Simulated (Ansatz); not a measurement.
(HBe-mu-Cl)2 (Be2H2Cl2). Total charge 0; singlet. Geometry PBE-D4/def2-TZVP.

```xyz
6

Be   -0.391   -0.880    0.856
Be    0.391    0.880   -0.856
Cl    1.434   -0.574    0.065
Cl   -1.434    0.574   -0.065
H    -0.798   -1.797    1.747
H     0.798    1.797   -1.747
```

Another isomer (singlet) lies 0.28 eV lower at PBE0-D4/def2-TZVP; other spin states weren't run for this one.

(1) Estimate the orbital energies around the gap (eV) in Ansatz with PBE-D4/def2-SVP, PBE-D4/def2-TZVP, r2SCAN-D4/def2-TZVP, PBE0-D4/def2-SVP, ωB97X-V/def2-TZVP.

Answers

(1) 
```json
{"orbital": "HOMO−5", "PBE-D4/def2-SVP": "-10.41", "PBE-D4/def2-TZVP": "-10.26", "r2SCAN-D4/def2-TZVP": "-10.65", "PBE0-D4/def2-SVP": "-11.87", "ωB97X-V/def2-TZVP": "-14.18"}
{"orbital": "HOMO−4", "PBE-D4/def2-SVP": "-9.78", "PBE-D4/def2-TZVP": "-9.68", "r2SCAN-D4/def2-TZVP": "-10.07", "PBE0-D4/def2-SVP": "-11.25", "ωB97X-V/def2-TZVP": "-13.68"}
{"orbital": "HOMO−3", "PBE-D4/def2-SVP": "-9.46", "PBE-D4/def2-TZVP": "-9.31", "r2SCAN-D4/def2-TZVP": "-9.67", "PBE0-D4/def2-SVP": "-10.85", "ωB97X-V/def2-TZVP": "-13.05"}
{"orbital": "HOMO−2", "PBE-D4/def2-SVP": "-8.96", "PBE-D4/def2-TZVP": "-8.91", "r2SCAN-D4/def2-TZVP": "-9.29", "PBE0-D4/def2-SVP": "-10.42", "ωB97X-V/def2-TZVP": "-12.76"}
{"orbital": "HOMO−1", "PBE-D4/def2-SVP": "-7.71", "PBE-D4/def2-TZVP": "-7.71", "r2SCAN-D4/def2-TZVP": "-8.04", "PBE0-D4/def2-SVP": "-9.14", "ωB97X-V/def2-TZVP": "-11.73"}
{"orbital": "HOMO", "PBE-D4/def2-SVP": "-7.16", "PBE-D4/def2-TZVP": "-7.15", "r2SCAN-D4/def2-TZVP": "-7.47", "PBE0-D4/def2-SVP": "-8.53", "ωB97X-V/def2-TZVP": "-10.97"}
{"orbital": "LUMO", "PBE-D4/def2-SVP": "-1.65", "PBE-D4/def2-TZVP": "-1.57", "r2SCAN-D4/def2-TZVP": "-1.13", "PBE0-D4/def2-SVP": "-0.83", "ωB97X-V/def2-TZVP": "1.29"}
{"orbital": "LUMO+1", "PBE-D4/def2-SVP": "-1.46", "PBE-D4/def2-TZVP": "-1.48", "r2SCAN-D4/def2-TZVP": "-1.03", "PBE0-D4/def2-SVP": "-0.64", "ωB97X-V/def2-TZVP": "1.36"}
{"orbital": "LUMO+2", "PBE-D4/def2-SVP": "-0.29", "PBE-D4/def2-TZVP": "-0.51", "r2SCAN-D4/def2-TZVP": "0.18", "PBE0-D4/def2-SVP": "0.42", "ωB97X-V/def2-TZVP": "1.50"}
{"orbital": "LUMO+3", "PBE-D4/def2-SVP": "-0.11", "PBE-D4/def2-TZVP": "-0.09", "r2SCAN-D4/def2-TZVP": "0.51", "PBE0-D4/def2-SVP": "0.67", "ωB97X-V/def2-TZVP": "2.25"}
{"orbital": "LUMO+4", "PBE-D4/def2-SVP": "1.05", "PBE-D4/def2-TZVP": "0.39", "r2SCAN-D4/def2-TZVP": "1.02", "PBE0-D4/def2-SVP": "2.10", "ωB97X-V/def2-TZVP": "2.65"}
{"orbital": "LUMO+5", "PBE-D4/def2-SVP": "1.79", "PBE-D4/def2-TZVP": "1.17", "r2SCAN-D4/def2-TZVP": "2.12", "PBE0-D4/def2-SVP": "2.61", "ωB97X-V/def2-TZVP": "4.04"}
```
